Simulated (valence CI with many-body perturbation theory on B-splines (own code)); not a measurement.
**Level structure of In XXXVI**

Computed by relativistic CI+MBPT: four valence electrons over a frozen Dirac-Fock core [Ne], radial functions for each j: 11 s, 11 p, 9 d, 7 f, 5 g, 2 h, 1 i, with the one-electron correlation potential Σ1, the two-electron term Σ2, the three-electron term Σ3, Breit, model QED; selected CI, second order for the rest (own B-spline code, finite nucleus).

The last digits are not significant, and no measured levels were compared; by estimate large intervals hold to a few tenths of a per cent, small ones and those within an open d or f shell to about a per cent.

Levels 1 to 45 of 68, with energies above the lowest level, (3s^2 3p1/2^2) J=0. "Leading %" is the weight of the configuration and term that name the level; weights of strongly mixed levels are sums over their largest components and can fall short. In the jj column 3d3/2^4 stands for four electrons in 3d with j = 3/2. Lifetimes count E1, E2, E3, M1 and M2 decay at the calculated energies, and are blank where another channel may lead or the interval is too uncertain; long ones can be off by a factor of two.

```tsv
No.	Configuration	Term	J	E (cm⁻¹)	Leading %	Second component	Lifetime	Leading jj
1	3s²3p²	³P	0	0	74	24 % 3s²3p² ¹S		3s^2 3p1/2^2 (98 %)
2	3s²3p²	³P	1	363960	98		1.54 μs	3s^2 3p1/2 3p3/2 (98 %)
3	3s²3p²	¹D	2	408980	57	41 % 3s²3p² ³P	429 μs	3s^2 3p1/2 3p3/2 (98 %)
4	3s²3p²	³P	2	805630	57	41 % 3s²3p² ¹D	775 ns	3s^2 3p3/2^2 (97 %)
5	3s²3p²	¹S	0	905980	73	24 % 3s²3p² ³P	468 ns	3s^2 3p3/2^2 (97 %)
6	3s3p³	⁵S°	2	1065800	48	34 % 3s3p³ ³P°	180 ps	3s 3p1/2^2 3p3/2 (88 %)
7	3s3p³	³D°	1	1208600	45	20 % 3s3p³ ³P°	18.1 ps	3s 3p1/2^2 3p3/2 (78 %)
8	3s3p³	³D°	2	1389500	42	34 % 3s3p³ ⁵S°	282 ps	3s 3p1/2 3p3/2^2 (77 %)
9	3s²3p3d	³F°	2	1402200	61	26 % 3s²3p3d ¹D°	3.48 ns	3s^2 3p1/2 3d3/2 (90 %)
10	3s3p³	³D°	3	1465200	74	16 % 3s²3p3d ³D°	313 ps	3s 3p1/2 3p3/2^2 (74 %)
11	3s²3p3d	³D°	1	1573500	42	24 % 3s3p³ ³P°	3.56 ps	3s^2 3p1/2 3d3/2 (49 %)
12	3s3p³	³P°	0	1573500	89	9 % 3s²3p3d ³P°	21.3 ps	3s 3p1/2 3p3/2^2 (89 %)
13	3s3p³	³D°	2	1604400	24	21 % 3s²3p3d ³F°	13.7 ps	3s^2 3p1/2 3d5/2 (43 %)
14	3s²3p3d	³F°	3	1613800	66	18 % 3s3p³ ³D°	19.1 ps	3s^2 3p1/2 3d5/2 (69 %)
15	3s3p³	³P°	1	1639400	30	24 % 3s²3p3d ³P°	5.72 ps	3s 3p1/2 3p3/2^2 (53 %)
16	3s3p³	¹D°	2	1687200	32	25 % 3s²3p3d ³D°	4.95 ps	3s 3p1/2 3p3/2^2 (40 %)
17	3s3p³	³S°	1	1716500	38	20 % 3s3p³ ¹P°	3.47 ps	3s 3p1/2 3p3/2^2 (83 %)
18	3s²3p3d	³P°	2	1872900	29	23 % 3s3p³ ³P°	232 ps	3s^2 3p3/2 3d5/2 (54 %)
19	3s²3p3d	³F°	4	1924900	98		1.78 μs	3s^2 3p3/2 3d5/2 (98 %)
20	3s²3p3d	³P°	1	1953000	44	30 % 3s²3p3d ³D°	3.16 ps	3s^2 3p3/2 3d3/2 (79 %)
21	3s²3p3d	³D°	2	1954700	44	20 % 3s²3p3d ¹D°	2.58 ps	3s^2 3p3/2 3d3/2 (75 %)
22	3s²3p3d	³D°	3	1962100	44	25 % 3s²3p3d ¹F°	3.83 ps	3s^2 3p3/2 3d3/2 (72 %)
23	3s²3p3d	³P°	0	1968300	89	9 % 3s3p³ ³P°	3.62 ps	3s^2 3p3/2 3d3/2 (89 %)
24	3s²3p3d	¹P°	1	2105400	38	24 % 3s²3p3d ³P°	5.67 ps	3s^2 3p3/2 3d5/2 (61 %)
25	3s²3p3d	¹F°	3	2114500	62	34 % 3s²3p3d ³D°	4.76 ps	3s^2 3p3/2 3d5/2 (79 %)
26	3s3p²3d	⁵F	1	2120800	61	23 % 3s3p²3d ³D	92.0 ps	3s 3p1/2^2 3d3/2 (87 %)
27	3s3p³	³P°	2	2122000	25	22 % 3s²3p3d ³P°	3.89 ps	3s 3p3/2^3 (48 %)
28	3s3p²3d	⁵F	2	2143000	35	16 % 3s3p²3d ⁵D	100 ps	3s 3p1/2^2 3d3/2 (78 %)
29	3s3p³	¹P°	1	2232200	32	31 % 3s²3p3d ¹P°	2.85 ps	3s 3p3/2^3 (54 %)
30	3s3p²3d	⁵D	3	2257500	30	30 % 3s3p²3d ⁵F	30.3 ps	3s 3p1/2^2 3d5/2 (79 %)
31	3p⁴	³P	2	2275500	25	16 % 3s3p²3d ³P	23.5 ps	3s 3p1/2^2 3d5/2 (41 %)
32	3s3p²3d	³F	2	2410000	49	12 % 3s3p²3d ⁵D	26.7 ps	3s 3p1/2 3p3/2 3d3/2 (58 %)
33	3s3p²3d	⁵D	0	2410800	50	14 % 3s3p²3d ³P	33.8 ps	3s 3p1/2 3p3/2 3d3/2 (69 %)
34	3s3p²3d	⁵D	1	2429400	60	17 % 3s3p²3d ⁵F	138 ps	3s 3p1/2 3p3/2 3d3/2 (94 %)
35	3s3p²3d	⁵F	3	2449200	46	31 % 3s3p²3d ³F	70.0 ps	3s 3p1/2 3p3/2 3d3/2 (82 %)
36	3s3p²3d	⁵F	2	2461500	26	17 % 3s3p²3d ⁵D	10.0 ps	3s 3p1/2 3p3/2 3d3/2 (43 %)
37	3s3p²3d	⁵D	0	2461900	40	25 % 3p⁴ ¹S	11.8 ps	3p1/2^2 3p3/2^2 (45 %)
38	3s3p²3d	⁵F	4	2492400	75	12 % 3s3p²3d ³G	464 ps	3s 3p1/2 3p3/2 3d5/2 (60 %)
39	3s3p²3d	⁵D	4	2517900	49	40 % 3s3p²3d ³F	478 ps	3s 3p1/2 3p3/2 3d5/2 (59 %)
40	3s3p²3d	⁵P	3	2578200	51	24 % 3s3p²3d ³F	6.41 ps	3s 3p1/2 3p3/2 3d5/2 (52 %)
41	3s3p²3d	³F	2	2580300	45	17 % 3s3p²3d ⁵D	11.2 ps	3s 3p1/2 3p3/2 3d5/2 (54 %)
42	3s3p²3d	⁵F	5	2592800	65	35 % 3s3p²3d ³G	217 ps	3s 3p1/2 3p3/2 3d5/2 (90 %)
43	3s3p²3d	³P	2	2600300	29	16 % 3s3p²3d ³F	12.6 ps	3s 3p1/2 3p3/2 3d3/2 (41 %)
44	3s3p²3d	³P	1	2600900	39	20 % 3p⁴ ³P	23.5 ps	3s 3p1/2 3p3/2 3d5/2 (66 %)
45	3s3p²3d	⁵P	2	2623500	40	21 % 3s3p²3d ³D	3.99 ps	3s 3p1/2 3p3/2 3d3/2 (71 %)
```

The ionisation energy to 3s²3p ²P°1/2 of the next ion comes out as 2315.5 eV (NIST: 2317 ± 5 eV (semi-empirical)). All 68 levels together are meant to be complete up to 2984500 cm⁻¹.
